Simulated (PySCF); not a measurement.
From computed data to an observable: entropy of an ideal gas

B(Cl)(H)(SeH) (BClH₂Se), SMILES ClB[SeH].

Geometry optimised at B3LYP-D3(BJ)/def2-TZVP. One conformer was computed; it need not be the lowest.

B3LYP-D3(BJ)/def2-TZVP (PySCF 2.14.0) gives the harmonic wavenumbers 220, 388, 549, 778, 783, 851, 1093, 2398, 2683 cm⁻¹ and the rotational temperatures 1.8518, 0.0921, 0.0878 K. The molar mass is 127.25 g/mol, the symmetry number 1, the spin multiplicity 1.

Question: Work out the entropy at 298.15 K and 1 atm in the rigid-rotor, harmonic-oscillator model.

Answer: 
Translation (Sackur–Tetrode at 1 atm): S = R[1.5 ln M + 2.5 ln T − 1.16487] = 169.2 J/(mol K).
Rotation: q = (√π/σ) T^1.5/√(θA θB θC) = 74600, S = R[ln q + 3/2] = 105.8 J/(mol K).
Vibration: with u = 1.4388 ν/T, each mode gives R[u/(e^u − 1) − ln(1 − e^−u)]:
| ν (cm⁻¹) | modes | u | S (J/(mol K)) |
|---|---|---|---|
| 220 | 1 | 1.06 | 8.20 |
| 388 | 1 | 1.87 | 4.22 |
| 549 | 1 | 2.65 | 2.29 |
| 778 | 1 | 3.75 | 0.95 |
| 783 | 1 | 3.78 | 0.93 |
| 851 | 1 | 4.11 | 0.71 |
| 1093 | 1 | 5.27 | 0.27 |
The stiffer modes add less than 0.005 each. Sum 17.6 J/(mol K).
Spin: R ln 1 = 0.0 J/(mol K).
Total 292.5 J/(mol K); the program's own thermochemistry gives 292.5. Translation makes up 58 % and vibration 6 %. Anharmonicity, hindered rotation and orbital degeneracy are left out.
